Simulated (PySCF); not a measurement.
# [Gd(NO2)]2+ at several levels of theory

Computed with PySCF 2.14.0 (density fitting, no spin-orbit coupling) at the geometry relaxed with B3LYP:

```xyz
4
[Gd(NO2)]2+ (singlet in the valence; each metal's 4f electrons, 7 of them, lie in its core potential, out of spins and levels)
Gd    0.0000    0.0000   -0.3477
O     1.0441    0.0000    1.5989
O    -1.0441    0.0000    1.5989
N     0.0000    0.0000    2.3364
```

| level | basis | state | HOMO (eV) | gap (eV) | charge on Gd1 (e) | population of f-type functions on Gd1 (polarisation alone where 4f lies in the core) | dipole about the centre of mass (D) | largest force component (eV/Å) |
| --- | --- | --- | --- | --- | --- | --- | --- | --- |
| B3LYP | Gd lcecp-1-SVP with ECP53, O def2-SVP, N def2-SVP | singlet | -19.17 | 4.15 | 2.04 | 0.04 | 6.22 | 0.01 |
| M06-L | the same | singlet | -18.00 | 2.67 | 2.13 | 0.04 | 6.46 | 0.34 |
| TPSS | the same | singlet | -18.00 | 2.40 | 2.02 | 0.04 | 5.91 | 0.82 |
| TPSSh | the same | singlet | -18.58 | 3.40 | 2.06 | 0.04 | 6.19 | 0.26 |
| BLYP | the same | singlet | -17.82 | 2.13 | 1.95 | 0.04 | 5.60 | 1.34 |
| PBE0 | Gd def2-SVP with ECP28, O def2-SVP, N def2-SVP | octet | -20.35 | 3.54 | 2.00 | 7.04 | 4.23 | 3.59 |

In the lcecp rows the 4f levels are missing from HOMO and gap, and the state counts the valence alone.

HOMO and gap are taken over both spins. Charges are Mulliken's, which hang on the basis. The relaxation used the grid (50, 194), these runs (75, 302) or, all-electron (x2c bases, spin-free X2C Hamiltonian), (99, 590).

Q: What does B3LYP with Gd lcecp-1-TZVP with ECP53, O def2-TZVP, N def2-TZVP give here?

A: state singlet, HOMO (eV) -19.10, gap (eV) 4.34, charge on Gd1 (e) 2.15, population of f-type functions on Gd1 (polarisation alone where 4f lies in the core) 0.05, dipole about the centre of mass (D) 6.02, largest force component (eV/Å) 0.65. Time: 8.3 s on 2 threads of Intel(R) Xeon(R) Platinum 8488C (Sapphire Rapids), on a shared host, from free ions and atoms.

In the first row's basis the gap widens with exact exchange: 2.1 to 2.7 eV for BLYP, TPSS, M06-L (none); 3.4 to 4.2 eV for TPSSh, B3LYP (a fixed share).

An lcecp potential fixes the number of 4f electrons, so in runs with it no electron can move into or out of that shell.

Rows with open f shells in the valence may stand above their lowest state, and their gaps can end on f levels.

Some runs are spin-contaminated.
